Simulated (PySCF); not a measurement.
C5H15NOSi.
SMILES with atom numbers: `[CH3:1][CH2:2][CH2:3][Si@H:4]([NH2:5])[O:6][CH2:7][CH3:8]` (hydrogens: H9, H10, H11 on C1; H12, H13 on C2; H14, H15 on C3; H16 on Si4; H17, H18 on N5; H19, H20 on C7; H21, H22, H23 on C8)

Computed with PBE0-D3(BJ)/def2-SVP geometry optimisation, gas phase (PySCF).

(1) List the bond lengths, angles and torsions at this level.

Answers

(1) 
| bond | length (pm) | order |
| --- | --- | --- |
| C1–C2 | 152.1 | single |
| C2–C3 | 152.7 | single |
| C3–Si4 | 186.7 | single |
| Si4–N5 | 172.7 | single |
| Si4–O6 | 167.3 | single |
| O6–C7 | 140.3 | single |
| C7–C8 | 151.6 | single |
| C1–H9, C1–H10, C1–H11 | 110.2 | single |
| C2–H12 | 110.4 | single |
| C2–H13 | 110.3 | single |
| C3–H14 | 110.4 | single |
| C3–H15 | 110.6 | single |
| Si4–H16 | 149.8 | single |
| N5–H17, N5–H18 | 101.3 | single |
| C7–H19 | 110.4 | single |
| C7–H20 | 110.9 | single |
| C8–H21, C8–H22, C8–H23 | 110.1 | single |

Bonds in one row agree within 1 pm and their mean is given. Orders are formal, as drawn. A selection of angles:
| angle | degrees |
| --- | --- |
| C2–C1–H9 | 111.2 |
| H9–C1–H10 | 107.3 |
| C1–C2–C3 | 113.5 |
| C1–C2–H12 | 109.4 |
| C1–C2–H13 | 109.9 |
| C3–C2–H12 | 109.4 |
| C3–C2–H13 | 109.1 |
| H12–C2–H13 | 105.3 |
| C2–C3–Si4 | 114.4 |
| C2–C3–H14 | 111.0 |
| C2–C3–H15 | 110.4 |
| Si4–C3–H14 | 107.9 |
| Si4–C3–H15 | 107.4 |
| H14–C3–H15 | 105.3 |
| C3–Si4–N5 | 110.1 |
| C3–Si4–O6 | 104.4 |
| C3–Si4–H16 | 114.4 |
| N5–Si4–O6 | 115.7 |
| N5–Si4–H16 | 104.4 |
| O6–Si4–H16 | 108.2 |
| Si4–N5–H17 | 121.5 |
| H17–N5–H18 | 111.5 |
| Si4–O6–C7 | 124.1 |
| O6–C7–C8 | 111.9 |
| O6–C7–H19 | 107.9 |
| O6–C7–H20 | 111.0 |
| C8–C7–H19 | 109.9 |
| C8–C7–H20 | 109.8 |
| H19–C7–H20 | 106.2 |
| C7–C8–H21 | 110.3 |
| C7–C8–H23 | 111.1 |
| H21–C8–H22 | 107.9 |
| H22–C8–H23 | 108.5 |
| H18–N5–Si4 | 121.9 |

Torsions: C1–C2–C3–Si4 178° (antiperiplanar); C2–C3–Si4–N5 -60° (synclinal); C3–Si4–O6–C7 -176° (antiperiplanar); Si4–O6–C7–C8 -93° (anticlinal).

Of the pairs four or more bonds apart, Si4···H22 is among the closest relative to their van der Waals radii: 3.32 Å, 101 % of the sum of Bondi's values. Si4 (oxygen-bound silicon) is distorted tetrahedral (angles from 104.4° to 115.7°). N5 (silicon-bound nitrogen) has angles 121.9°, 121.5° and 111.5°, sum 354.9°, 0.16 Å off the plane of its three neighbours.

Point group: C1 (no symmetry element, even within 0.4 Å). No frequency check. One conformer, not necessarily the lowest (C1–C2–C3–Si4 178°, C2–C3–Si4–N5 -60°, C3–Si4–N5–H 153° and -54°, C3–Si4–O6–C7 -176°, Si4–O6–C7–C8 -93°).

Hardware: one thread, Intel Xeon 6975P-C (x86_64), no GPU, on a shared host. Cost: 3.9 min of wall time, 0.82 GiB resident at most. This is the geometry optimisation.
